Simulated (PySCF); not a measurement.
A TDDFT job was run through a driver script with this input:

```
{"job": {"kind": "uv", "xc": "CAM-B3LYP", "basis": "def2-SVPD", "nstates": 8, "ntriplets": 3}, "charge": 0, "multiplicity": 1}
C      1.205993    -1.971469    -0.695232
O      1.194446    -0.977497     0.288129
Si     0.768740     0.578398     0.114211
C      0.583805     1.212468     1.880324
O     -0.622243     0.703160    -0.724479
Si    -2.209049     0.489715    -0.949536
H      1.251321    -2.939783    -0.194792
H      2.079052    -1.857853    -1.342179
H      0.303961    -1.920263    -1.309383
H      1.687091     1.331370    -0.738390
H     -0.037366     0.555947     2.482139
H      1.546379     1.299396     2.370960
H      0.124775     2.195281     1.876840
H     -2.926735     1.245249     0.076387
H     -2.436952     1.003408    -2.297515
H     -2.520817    -0.938583    -0.848895
```

Its output, with some lines taken out ([cut]):

```
coarse grid: 13792 points
cycle   1  E = -811.0612955702  dE =  5.790e-01  |g| = 9.403e-01  |ddm| = 5.901e+00
cycle   2  E = -810.9425025384  dE =  1.188e-01  |g| = 1.251e+00  |ddm| = 2.589e+00
cycle   3  E = -811.2275839769  dE = -2.851e-01  |g| = 7.067e-02  |ddm| = 1.209e+00
cycle   4  E = -811.2284748645  dE = -8.909e-04  |g| = 3.647e-02  |ddm| = 1.784e-01
cycle   5  E = -811.2287774836  dE = -3.026e-04  |g| = 8.938e-03  |ddm| = 5.478e-02
cycle   6  E = -811.2287909704  dE = -1.349e-05  |g| = 3.042e-03  |ddm| = 1.629e-02
cycle   7  E = -811.2287927969  dE = -1.827e-06  |g| = 4.478e-04  |ddm| = 4.191e-03
final grid: 122408 points
cycle   8  E = -811.3539229822  dE = -2.254e-05  |g| = 3.244e-03  |ddm| = 5.635e-02
cycle   9  E = -811.3539232839  dE = -3.018e-07  |g| = 3.230e-03  |ddm| = 1.032e-02
cycle  10  E = -811.3539254948  dE = -2.211e-06  |g| = 3.936e-04  |ddm| = 3.629e-03
cycle  11  E = -811.3539255227  dE = -2.796e-08  |g| = 1.449e-04  |ddm| = 5.815e-04
cycle  12  E = -811.3539255270  dE = -4.310e-09  |g| = 1.893e-05  |ddm| = 2.516e-04
cycle  13  E = -811.3539255271  dE = -1.114e-10  |g| = 5.292e-06  |ddm| = 7.980e-05
converged SCF energy = -811.3539255271

Static polarisability (au): isotropic 80.512, principal 73.948 82.633 84.955

Singlet excitations
state   eV       nm        f      main configurations
  1   7.4877    165.6   0.00445   H->L 0.59, H-1->L 0.13
  2   7.6547    162.0   0.00261   H-1->L 0.46, H-2->L 0.22, H-3->L 0.08
  3   7.8205    158.5   0.00564   H-2->L 0.36, H->L 0.15, H->L+3 0.13
[cut]
  5   8.2929    149.5   0.02902   H->L+3 0.25, H->L+7 0.17, H-1->L 0.10
  6   8.3602    148.3   0.01421   H-1->L+1 0.22, H-3->L 0.18, H-1->L+3 0.14
[cut]
  8   8.6775    142.9   0.03275   H->L+4 0.25, H-2->L+1 0.23, H-1->L+2 0.08

[cut]
```

Theory: TDDFT CAM-B3LYP/def2-SVPD, vertical, gas phase, core orbitals frozen in the response (PySCF). One conformer (not necessarily the lowest) at the GFN2-xTB geometry, without solvent, vibrations or thermal averaging.

**Question.** What stood in the cut lines?

**Answer.** 
```
  4   8.2193    150.8   0.04976   H->L+2 0.49, H->L+1 0.20
  7   8.6213    143.8   0.10586   H->L+1 0.23, H-2->L+1 0.18, H->L+2 0.15
Triplet excitations (Tamm-Dancoff, eV): 7.1726 7.2912 7.5817
```

**Question.** Give the mean polarisability in Å³.

**Answer.** 80.51 au × 0.148185 = 11.93 Å³.

**Question.** What share of the summed oscillator strength falls to the strongest level in this window?

**Answer.** State 7 at 144 nm: 0.1059 of 0.2443, or 43%.

**Question.** How much of the mean polarisability do the listed states account for?

**Answer.** The sum over states Σ f/ΔE² (ΔE in hartree) gives 2.55 au, 3% of the total; the rest comes from higher roots of the same response equations.

**Question.** Write the structure that the coordinates describe.

**Answer.** `CO[Si@H](C)O[SiH3]` (C2H10O2Si2), point group C1.

The SCF starts on a coarse grid; the energy jumps when the final grid takes over, and dE counts afresh there. H and L stand for HOMO and LUMO.

On an Arm Neoverse V1 with one thread, no GPU (shared host), this took 58 s of wall time and 0.98 GiB of memory at its peak.

Conformer computed: `[CH3:1][O:2][Si@H:3]([CH3:4])[O:5][SiH3:6]`: C1–O2–Si3–C4 167°, O2–Si3–O5–Si6 65°.
